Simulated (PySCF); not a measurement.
C₂H₇AlO₃ (SMILES C[O][Al]([OH])[O]C), singlet, at a GFN2-xTB geometry (such geometries of metal compounds can be far from the true shape). Base run: M062X/6-31G in PySCF.

Here is a job for PySCF.
```python
from pyscf import gto, scf, dft, solvent

mol = gto.Mole()
mol.atom = '''
    Al   -0.14136989    0.12104973    0.42906265
    O    -0.44208901    0.32562269    2.04631368
    H    -1.00051029    0.89240944    2.56116764
    O     0.93694806   -1.00603907   -0.13088730
    C     1.86912708   -2.03099598    0.05892265
    H     2.00485561   -2.25771204    1.11805386
    H     1.52329287   -2.93297251   -0.45376128
    H     2.83106207   -1.72680312   -0.36316213
    O    -0.95008233    1.07952350   -0.65784050
    C    -1.20736535    1.45765309   -1.97817893
    H    -0.61893866    0.87292617   -2.68730919
    H    -2.26925090    1.30977043   -2.19427574
    H    -0.96148631    2.51593556   -2.10367692
'''
mol.basis = '6-31g'
mol.verbose = 4
mol.build()

mf = dft.RKS(mol)
mf.xc = 'm062x'
mf.kernel()
mf.analyze()
```

Variants of this job, named by their change:

| change | ΔE vs base (kcal/mol) | dipole (D) | HOMO-LUMO gap (eV) |
|---|---|---|---|
| base | 0.000 | 0.51 | 9.88 |
| model = IEF-PCM; solvent = acetonitrile; vdw_scale = 1.4 | -3.98 | 0.55 | 9.90 |
| model = IEF-PCM; solvent = 2-propanol | -8.09 | 0.56 | 9.96 |
| model = IEF-PCM; solvent = chloroform | ___ | 0.55 | ___ |
| model = IEF-PCM; solvent = toluene | ___ | ___ | 9.92 |
| model = C-PCM; solvent = acetonitrile | -8.55 | 0.56 | 9.97 |
| model = IEF-PCM; solvent = acetonitrile; lebedev_order = 41 | -8.45 | 0.56 | 9.96 |
| model = IEF-PCM; solvent = acetonitrile | -8.42 | 0.56 | 9.96 |
| model = ddCOSMO; solvent = acetonitrile | ___ | 0.57 | 9.92 |
| model = IEF-PCM; solvent = acetonitrile; lebedev_order = 11 | -8.07 | 0.57 | 9.95 |
| model = COSMO; solvent = acetonitrile | -8.42 | 0.56 | 9.96 |
| model = IEF-PCM; solvent = acetonitrile; vdw_scale = 1.0 | -19.73 | 0.59 | 10.13 |

Some entries are withheld; supply them.


- model = IEF-PCM; solvent = chloroform, ΔE vs base (kcal/mol): -6.14
- model = IEF-PCM; solvent = chloroform, HOMO-LUMO gap (eV): 9.94
- model = IEF-PCM; solvent = toluene, ΔE vs base (kcal/mol): -4.06
- model = IEF-PCM; solvent = toluene, dipole (D): 0.53
- model = ddCOSMO; solvent = acetonitrile, ΔE vs base (kcal/mol): -5.52

The base is the gas phase, so ΔE is the electrostatic part of solvation at a fixed geometry, without cavity and dispersion terms.
